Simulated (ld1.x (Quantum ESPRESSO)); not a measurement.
Transferability test, ultrasoft potential for Te

ld1.x (Quantum ESPRESSO) 7.5 input, shortened:

```
&input
   title='Te', zed=52., rel=1, dft='PW91', iswitch=3,
   config='[Kr] 4d10 5s2 5p2'
 /
 &inputp
   pseudotype=3, tm=.true., lloc=-1, rcloc=1.50,
   nlcc=.true., rcore=1.70,
   which_augfun='PSQ', rmatch_augfun_nc=.true.
 /
4
5S  1  0   2.00   0.00  1.55  1.90  0.0
5S  1  0   0.00  -0.90  1.55  1.90  0.0
5P  2  1   2.00   0.00  1.75  2.05  0.0
5P  2  1   0.00   0.50  1.75  2.05  0.0
 &test
   configts(1)='5s2 5p2'
 /
```

Energies are relative to the spin-unpolarised reference configuration 5s2 5p2; without spin polarisation the order of configurations can differ from experiment. The frozen-core shift is the all-electron ΔE with the core orbitals held at their reference shape minus the fully relaxed ΔE.

| valence configuration | charge | ΔE all-electron (eV) | error AE − PS (meV) | frozen-core shift (meV) |
| --- | --- | --- | --- | --- |
| 5s2 5p4 | 0 | -27.784 | -26 | +26 |
| 5s2 5p1 | +3 | 26.993 | -37 | +36 |
| 5s1 5p4 | +1 | -8.132 | +8.8 | -1.9 |
| 5s1 5p5 | 0 | -18.503 | +4.1 | +4.5 |
| 5s2 5p4.3 | -0.3 | -29.267 | -29 | +30 |

Task: What are ΔE and the potential's error for 5s0 5p6?

Result: ΔE = -9.027 eV all-electron; the error (AE − PS) is +26 meV.

Task: What are ΔE and the potential's error for 5s2 5p3?

Result: ΔE = -17.999 eV all-electron; the error (AE − PS) is -9.0 meV.

Levels in the configuration 5s2 5p4:

| level | all-electron (eV) | pseudo (eV) |
| --- | --- | --- |
| 5s | -15.182 | -15.132 |
| 5p | -6.001 | -5.987 |

ld1.x printed “convergence not achieved” for 1 of the counted tests; its residual had stalled under 1e-8, short of the target of 1e-14. A variational frozen-core shift is positive and of second order in the change. This column holds negative values, so the frozen-core run of ld1.x carries numerical noise or an error of first order here, and the column gives no more than the rough size of the effect.

Note: ghost states, extra bound levels that the all-electron valence spectrum of the same l lacks: s at -66.3 eV, d at -28.3 eV. A true bound ghost makes a file unfit for plane-wave use.
